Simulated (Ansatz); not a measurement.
Ansatz (a first-principles code) input (B3LYP-D3(BJ)/def2-TZVP):

Ansatz 0.2 input:
```yaml
crystal:
  periodic: [false, false, false]
  atoms:
    - {symbol: C, position_ang: [0.86507521, -0.36835830, 0.03351718]}
    - {symbol: C, position_ang: [-0.13678560, 0.41261273, 0.02434661]}
    - {symbol: Cl, position_ang: [-1.85128485, -0.18514142, -0.00440036]}
    - {symbol: H, position_ang: [1.20097864, -1.37364128, 0.03155357]}
    - {symbol: H, position_ang: [-0.13926830, 1.48795093, 0.03156132]}
basis:
  gaussian:
    orbitals: def2-TZVP
hamiltonian:
  xc: b3lyp
  dispersion: d3bj
magnetization: {spin_polarized: true, initial_magnetization: 1}
relax: {f_tol: 0.002, max_steps: 150}
```

Output:

```
Functional definition: B3LYP
integrals: 0.03 GiB planned
711 factors; their error is unknown
mean field: 0.39 GiB planned
mean field evaluation 1: about -14621.8331 eV, gradient 3.4e1 eV
mean field evaluation 2: about -14616.1920 eV, gradient 4.5e1 eV
mean field evaluation 4: about -14627.7198 eV, gradient 3.5e0 eV
mean field evaluation 8: about -14627.7844 eV, gradient 1.2e-1 eV
mean field evaluation 16: about -14627.8097 eV, gradient 5.8e-4 eV
mean field -14627.80969611 eV, -537.5620912466 hartree, gradient 3.2e-5 eV, S^2 0.759443; 0 other end points of the search recorded, 0 dependent functions left out
the calculation of the forces begins
reference -14627.80990892 eV, -537.5620990670 hartree; 16, 15 occupied and 95, 96 virtual orbitals, 711 factors
relax step   1: F+E_penalty+E_count = -14627.95707943 eV  Δ(F+E_penalty+E_count) = +0.000e0 eV  max|allowed force component| = 1.422e0 eV/Å  Δτ_max = 0.0000 Å  (34 SCF iters, accepted)
these checks for a lower state are left out or cut short: starts, cluster_reference, orbital_swaps, neighbouring_geometries, increment
integrals: 0.03 GiB planned
711 factors; their error is unknown
mean field: 0.39 GiB planned
mean field -14627.82804780 eV, -537.5627656588 hartree, gradient 1.3e-5 eV, S^2 0.759850; 0 other end points of the search recorded, 0 dependent functions left out
the calculation of the forces begins
reference -14627.82826076 eV, -537.5627734849 hartree; 16, 15 occupied and 95, 96 virtual orbitals, 711 factors
relax step   2: F+E_penalty+E_count = -14627.97536722 eV  Δ(F+E_penalty+E_count) = -1.829e-2 eV  max|allowed force component| = 7.174e-1 eV/Å  Δτ_max = 0.0119 Å  (38 SCF iters, accepted)
these checks for a lower state are left out or cut short: starts, cluster_reference, orbital_swaps, neighbouring_geometries, increment
integrals: 0.03 GiB planned
711 factors; their error is unknown
mean field: 0.39 GiB planned
mean field evaluation 32: about -14627.8359 eV, gradient 1.6e-5 eV
mean field -14627.83587141 eV, -537.5630531711 hartree, gradient 1.6e-5 eV, S^2 0.759944; 0 other end points of the search recorded, 0 dependent functions left out
the calculation of the forces begins
reference -14627.83608402 eV, -537.5630609845 hartree; 16, 15 occupied and 95, 96 virtual orbitals, 711 factors
relax step   3: F+E_penalty+E_count = -14627.98365912 eV  Δ(F+E_penalty+E_count) = -8.292e-3 eV  max|allowed force component| = 1.913e-1 eV/Å  Δτ_max = 0.0222 Å  (38 SCF iters, accepted)
these checks for a lower state are left out or cut short: starts, cluster_reference, orbital_swaps, neighbouring_geometries, increment
integrals: 0.03 GiB planned
711 factors; their error is unknown
mean field: 0.39 GiB planned
mean field -14627.83294496 eV, -537.5629456262 hartree, gradient 2.5e-5 eV, S^2 0.759750; 0 other end points of the search recorded, 0 dependent functions left out
the calculation of the forces begins
reference -14627.83315754 eV, -537.5629534383 hartree; 16, 15 occupied and 95, 96 virtual orbitals, 711 factors
relax step   4: F+E_penalty+E_count = -14627.98065390 eV  Δ(F+E_penalty+E_count) = +3.005e-3 eV  max|allowed force component| = 5.712e-1 eV/Å  Δτ_max = 0.0185 Å  (36 SCF iters, rejected (line search))
these checks for a lower state are left out or cut short: starts, cluster_reference, orbital_swaps, neighbouring_geometries, increment
integrals: 0.03 GiB planned
711 factors; their error is unknown
mean field: 0.39 GiB planned
mean field -14627.83874928 eV, -537.5631589308 hartree, gradient 2.4e-5 eV, S^2 0.759970; 0 other end points of the search recorded, 0 dependent functions left out
the calculation of the forces begins
reference -14627.83896165 eV, -537.5631667353 hartree; 16, 15 occupied and 95, 96 virtual orbitals, 711 factors
relax step   5: F+E_penalty+E_count = -14627.98662271 eV  Δ(F+E_penalty+E_count) = -2.964e-3 eV  max|allowed force component| = 7.094e-2 eV/Å  Δτ_max = 0.0093 Å  (38 SCF iters, accepted)
these checks for a lower state are left out or cut short: starts, cluster_reference, orbital_swaps, neighbouring_geometries, increment
integrals: 0.03 GiB planned
711 factors; their error is unknown
mean field: 0.39 GiB planned
mean field -14627.83930302 eV, -537.5631792805 hartree, gradient 2.3e-5 eV, S^2 0.759993; 0 other end points of the search recorded, 0 dependent functions left out
the calculation of the forces begins
reference -14627.83951500 eV, -537.5631870706 hartree; 16, 15 occupied and 95, 96 virtual orbitals, 711 factors
relax step   6: F+E_penalty+E_count = -14627.98735113 eV  Δ(F+E_penalty+E_count) = -7.284e-4 eV  max|allowed force component| = 1.794e-2 eV/Å  Δτ_max = 0.0130 Å  (38 SCF iters, accepted)
these checks for a lower state are left out or cut short: starts, cluster_reference, orbital_swaps, neighbouring_geometries, increment
integrals: 0.03 GiB planned
711 factors; their error is unknown
mean field: 0.39 GiB planned
mean field -14627.83928289 eV, -537.5631785407 hartree, gradient 2.3e-5 eV, S^2 0.759994; 0 other end points of the search recorded, 0 dependent functions left out
the calculation of the forces begins
reference -14627.83949484 eV, -537.5631863297 hartree; 16, 15 occupied and 95, 96 virtual orbitals, 711 factors
relax step   7: F+E_penalty+E_count = -14627.98735475 eV  Δ(F+E_penalty+E_count) = -3.619e-6 eV  max|allowed force component| = 1.576e-2 eV/Å  Δτ_max = 0.0011 Å  (40 SCF iters, accepted)
these checks for a lower state are left out or cut short: starts, cluster_reference, orbital_swaps, neighbouring_geometries, increment
integrals: 0.03 GiB planned
711 factors; their error is unknown
mean field: 0.39 GiB planned
mean field evaluation 64: about -14627.8391 eV, gradient 2.3e-1 eV
mean field -14627.83928520 eV, -537.5631786254 hartree, gradient 2.3e-5 eV, S^2 0.760004; 0 other end points of the search recorded, 0 dependent functions left out
the calculation of the forces begins
reference -14627.83949714 eV, -537.5631864140 hartree; 16, 15 occupied and 95, 96 virtual orbitals, 711 factors
relax step   8: F+E_penalty+E_count = -14627.98735872 eV  Δ(F+E_penalty+E_count) = -3.968e-6 eV  max|allowed force component| = 1.740e-3 eV/Å  Δτ_max = 0.0004 Å  (38 SCF iters, accepted)
integrals: 0.03 GiB planned
711 factors; their error is unknown
mean field: 0.39 GiB planned
mean field -14627.83928520 eV, -537.5631786254 hartree, gradient 2.3e-5 eV, S^2 0.760004; 1 other end points of the search recorded, 0 dependent functions left out
the calculation of the forces begins
reference -14627.83949714 eV, -537.5631864140 hartree; 16, 15 occupied and 95, 96 virtual orbitals, 711 factors
Total energy: -14627.98757066 eV, -537.5686280156 hartree
Atom 0 at     0.877328    -0.354567     0.033792 Å, force     0.001594    -0.001740    -0.000002 eV/Å
Atom 1 at    -0.158908     0.420172     0.024074 Å, force    -0.000673     0.000149     0.000004 eV/Å
Atom 2 at    -1.817731    -0.205197    -0.004083 Å, force    -0.000077     0.000199    -0.000003 eV/Å
Atom 3 at     1.171692    -1.387973     0.031055 Å, force    -0.000294     0.000652     0.000006 eV/Å
Atom 4 at    -0.133667     1.500988     0.031741 Å, force    -0.000550     0.000740    -0.000005 eV/Å
Dipole moment:     0.200758     0.013833     0.002989 e Å
```

It need not be the lowest isomer of its formula.
